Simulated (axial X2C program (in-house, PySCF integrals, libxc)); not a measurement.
# Which molecule has these constants?

All values come from calculations with an in-house all-electron X2C program for linear molecules (integrals from PySCF), spin-free (one-electron X2C) or two-component (2c: spin–orbit coupling with atomic mean-field Coulomb and Gaunt terms, which also bring small scalar terms), in Dyall basis sets with cores contracted in-house; open shells are unrestricted.

A two-component PBE0 calculation in a Dyall 3-zeta basis gave Re = 4.076 Å, ωe = 72.0 cm⁻¹, De = 0.14 eV, dipole magnitude 0.19 D, Ω = 0.

Question: Which molecule is it?
A. SrSi
B. SrAl
C. MgSr
D. SrCl
E. SrS

Answer: C. The others have SrAl 3.300 Å and 159.7 cm⁻¹ (Ω = 1/2); SrSi 2.916 Å and 232.2 cm⁻¹ (Ω = 2); SrCl 2.567 Å and 303.5 cm⁻¹ (Ω = 1/2); SrS 2.420 Å and 405.9 cm⁻¹ (Ω = 0).

Each entry is the lowest single determinant of a limited PBE0 search at one distance. De goes to single-determinant-based atoms at the same level (for ions the charge split of lowest energy) and is withheld (n/a) where an atom does not fit its ground term or J level. Main or longest-lived isotopes. One determinant is a doubtful description, or other states lie close, for SrAl, SrSi; these need not be ground states, and all values refer to the states named. Some open-shell Ω = 0 determinants are out of reach, so the Ω given for SrSi need not be the lowest component. With several unpaired electrons the Ω given is that of one determinant, not necessarily of the lowest component. Some light 2c atoms are not at their ground J level, so De misses part of their lowering (0.04 eV or less). The functionals have no current term, which raises determinants with orbital currents. Where the atoms have a lower orbital projection than the molecule, De at mean-field level may be about a tenth of an eV too small.
